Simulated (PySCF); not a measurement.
Compound: C8H7Br.
SMILES: `C=C1C=CC=C(Br)C=C1`

Linear response at PBE0/def2-SVPD (PySCF, frozen core in the response, non-relativistic). Geometry: PBE0-D3(BJ)/def2-SVP; no solvent, vibrations or thermal averaging. Relativistic effects, spin–orbit coupling among them, are left out although an element past zinc is present.

Static isotropic polarisability: 128.91 au (19.10 Å³), principal values 68.6, 118.4, 199.7 au.

(1) What is the polarisability at 1064 nm and at the sodium D line?

(2) What is the isotropic C6 coefficient between two such molecules, C6 = (3/π)∫α(iω)² dω?

(3) Which effective excitation energy ω̄ makes London's formula C6 = (3/4)α²ω̄ exact here?

(4) How anisotropic is the static polarisability, by Δα² = ½[(α1 − α2)² + (α2 − α3)² + (α3 − α1)²]?

(5) What three-body coefficient follows from the one-pole estimate C9 = (3/4)·α·C6?

(6) The lowest 6 singlets have (eV, f): 2.57, 0.016; 4.34, 0.258; 4.44, 0.000; 4.98, 0.279; 5.04, 0.000; 5.60, 0.000. What share of the static polarisability do they carry in the sum over states α = Σ f/ω²?

(7) How many electrons N does the Slater–Kirkwood formula C6 = (3/4)·√N·α^(3/2) need to give this C6?

(8) What does −C6/R⁶ come to at R = 12 Å between centres?

## Answers

(1) 131.98 au at 1064 nm (+2.4 %), 142.13 au at 589.3 nm (+10.3 %). The lowest singlet lies at 483 nm (f = 0.016), near or inside this range; the response is undamped and has a pole at each allowed excitation.

(2) 5201 au (Eh·bohr⁶) by a ten-point quadrature over imaginary frequencies, which is 3110 eV·Å⁶ or 300 J·nm⁶/mol.

(3) ω̄ = 4·C6/(3α²) = 0.417 Eh = 11.4 eV.

(4) Δα = 114.7 au, or 0.89 of the isotropic value.

(5) 503000 au. This is an estimate from the two numbers above, not a computed integral.

(6) 20.28 au, 15.7 % of α; the largest term, 10.14 au, is that of the state at 4.34 eV. Their oscillator strengths add up to 0.55. Higher states carry the rest.

(7) N = (4·C6/3)²/α³ = 22.4; the species has 90 electrons in all.

(8) -100 J/mol. This is the leading, orientation-averaged term; C8 and higher terms are left out.

Hardware: Arm Neoverse N1, one thread, on a shared host. Cost: 2.2 min of wall time. This is the whole response run at PBE0/def2-SVPD, SCF included.
